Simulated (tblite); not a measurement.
Compound: C₆H₁₀N (doublet state).
Cartesian coordinates in Å at the GFN2-xTB level; atoms count from 1:
```
atom  x, y, z in Å
C1     2.243    0.167   -1.617
C2     1.788   -0.324   -0.327
C3     0.768   -0.461    0.449
C4    -0.681   -0.057    0.091
C5    -1.575   -1.291    0.166
C6    -1.086    0.995    1.073
N7    -1.131    2.239    0.903
H8     1.533    0.877   -2.058
H9     2.380   -0.665   -2.309
H10    3.199    0.681   -1.506
H11    0.848   -0.907    1.431
H12   -0.685    0.355   -0.923
H13   -1.564   -1.709    1.171
H14   -2.600   -1.030   -0.091
H15   -1.225   -2.051   -0.529
H16   -1.341    0.639    2.068
H17   -0.878    2.554   -0.034
```

All values are computed: GFN2-xTB (tblite) harmonic vibrations without scaling, gas phase. This tight-binding method is rough: wavenumbers can miss measured ones by several per cent, in bad cases by 10 to 20. One conformer, not necessarily the lowest. Open shells enter through the occupations alone, without spin polarisation, and single modes of such species can be off by tens of per cent.

Harmonic wavenumbers (cm⁻¹): 26.6, 37.5, 79.7, 136.7, 203.3, 234.6, 277.8, 317.3, 387.9, 493.5, 517.4, 738.1, 782.2, 857.3, 920.6, 980.4, 1013.9, 1026.3, 1049.2, 1071.5, 1079.1, 1105.0, 1174.7, 1229.0, 1260.9, 1301.1, 1346.0, 1376.5, 1406.6, 1436.8, 1454.4, 1492.2, 1495.8, 1709.1, 1818.5, 2884.2, 2938.0, 2983.1, 2996.2, 2997.7, 3018.5, 3021.5, 3029.7, 3034.0, 3302.8.

A = 3556, B = 1722, C = 1331 MHz; mass 96.081 u (most abundant isotopes); point group C1, symmetry number 1; spin multiplicity 2.

Question: What is the zero-point energy?

Answer: ½Σν̃ = 31022 cm⁻¹ = 88.70 kcal/mol.

Question: Entropy at 298.15 K, 1 bar (ideal gas, RRHO, classical rotation)?

Answer: Translation 39.63, rotation 28.07, vibration 28.91, spin (R ln 2) 1.38: S = 98.0 cal/(mol K).

Question: And Cp and H(298.15 K) − H(0)?

Answer: Cp = 33.00 cal/(mol K), of which vibrations give 25.05 (their classical limit is 45 R = 89.4); H(298.15 K) − H(0) = 6.44 kcal/mol without the zero-point energy, 4.07 from vibrations.

Question: What must be added to the electronic energy to get the Gibbs energy at 298.15 K and 1 bar?

Answer: ZPE + [H(298.15 K) − H(0)] − T·S = 88.70 + 6.44 − 29.21 = 65.93 kcal/mol.

Question: How do the functions run with temperature in this model?

Answer: 
```
T (K)  S (cal/(mol K))  Cp (cal/(mol K))  H − H(0) (kcal/mol)  G − H(0) (kcal/mol)  ln q(vib)
  100             71.4              18.4                 1.37                -5.78       2.68
  200             86.4              25.6                 3.57               -13.71       5.34
  300             98.2              33.1                 6.50               -22.96       7.73
  500            118.8              48.4                14.71               -44.70      12.16
  800            145.3              64.4                31.82               -84.45      18.41
 1000            160.5              71.5                45.45              -115.07      22.30
```

q(vib) and H(0) count from the zero-point level.

Question: Which modes carry the vibrational entropy at 298.15 K?

Answer: 26.6 cm⁻¹: 6.07; 37.5 cm⁻¹: 5.39; 79.7 cm⁻¹: 3.90; 136.7 cm⁻¹: 2.85; 203.3 cm⁻¹: 2.10; 234.6 cm⁻¹: 1.84 cal/(mol K); the other 39 give 6.76 together.

Question: Blend soft modes into free rotors: weight 1/[1 + (100 cm⁻¹/ν̃)⁴] for the oscillator and the rest for a rotor with moment μB/(μ + B), μ = h/(8π²ν), B = 10⁻⁴⁴ kg m². What vibrational entropy results?

Answer: 24.87 cal/(mol K) in place of 28.91, which changes −T·S at 298.15 K by +1.21 kcal/mol.

Hindered rotation and anharmonicity are outside this model. Other conformers, if any are populated, would add a mixing term that is left out. The structure is chiral; the term R ln 2 for an equal mix with its mirror image is left out.

Time: 0.47 s wall. Hardware: Arm Neoverse V1, one thread, no GPU, shared host. This covers the Hessian and the dipole derivatives.
